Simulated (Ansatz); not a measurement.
`N#[C][Sn]([Cl])([Cl])[Cl]` and `[Cl][Sn]([Cl])([Cl])[Cl]` differ in one atom or group.

Ansatz, PBE0-D4/def2-TZVP geometries, multiplicity 1. 

Elements past krypton have def2 core potentials.

| property | `N#[C][Sn]([Cl])([Cl])[Cl]` |
| --- | --- |
| HOMO energy (B3LYP/def2-TZVPP) / eV | -9.71 |
| size of the dipole moment (PBE/def2-TZVPP) / D | 1.99 |
| size of the dipole moment (B3LYP/def2-TZVPP) / D | 2.08 |
| LUMO energy (PBE/def2-TZVPP) / eV | -3.92 |
| size of the dipole moment (ωB97M-V/def2-TZVPP) / D | 2.09 |
| LUMO energy (PBE0/def2-TZVPP) / eV | -3.00 |

What does the change do to each property? (Best estimate.)

Computed: 
```
                                          property  `[Cl][Sn]([Cl])([Cl])[Cl]`  shift
               HOMO energy (B3LYP/def2-TZVPP) / eV                       -9.46   0.25
    size of the dipole moment (PBE/def2-TZVPP) / D                        0.00  -1.99
  size of the dipole moment (B3LYP/def2-TZVPP) / D                        0.00  -2.08
                 LUMO energy (PBE/def2-TZVPP) / eV                       -4.07  -0.15
size of the dipole moment (ωB97M-V/def2-TZVPP) / D                        0.00  -2.09
                LUMO energy (PBE0/def2-TZVPP) / eV                       -3.19  -0.19
```

With PBE0 the HOMO rises by 0.24 eV and the LUMO falls by 0.19 eV, so the gap narrows by about 0.43 eV. PBE moves the HOMO by 0.23 eV and ωB97M-V by 0.24 eV.

B3LYP here is the variant with VWN-RPA as its local correlation; programs differ in this.
